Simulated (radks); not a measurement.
The numbers below are computed, except where a source is named.
The holmium ion Ho2+, 65 electrons, occupied as [Xe] 4f9 6s2 (not the ground configuration). Code: a radial shooting solver on a logarithmic mesh with Libxc functionals. Model: Dirac Kohn-Sham, SOGGA, spin-unpolarised, spherical densities, point nucleus; open shells fill j = l - 1/2 first.

Spin-orbit splittings of the eigenvalues, e(l+1/2) - e(l-1/2), with zeta = 2 splitting/(2l+1) and mean radii in bohr:

| shell | occ. | splitting (eV) | zeta (eV) | <r> j=l-1/2 | <r> j=l+1/2 |
|---|---|---|---|---|---|
| 2p | 6 | ? | ? | 0.07292 | 0.08009 |
| 3p | 6 | 178.8 | 119.2 | 0.2192 | 0.2328 |
| 3d | 10 | 39.06 | 15.62 | 0.2054 | 0.2096 |
| 4p | 6 | 40.46 | 26.97 | 0.5271 | 0.5577 |
| 4d | 10 | 7.394 | 2.958 | 0.5860 | 0.5967 |
| 4f | 9 | 1.112 | 0.3176 | 0.7445 | 0.7543 |
| 5p | 6 | 5.928 | 3.952 | 1.359 | 1.448 |

Estimate the 2p splitting.

Answer. 856.3 eV (zeta = 570.9 eV).
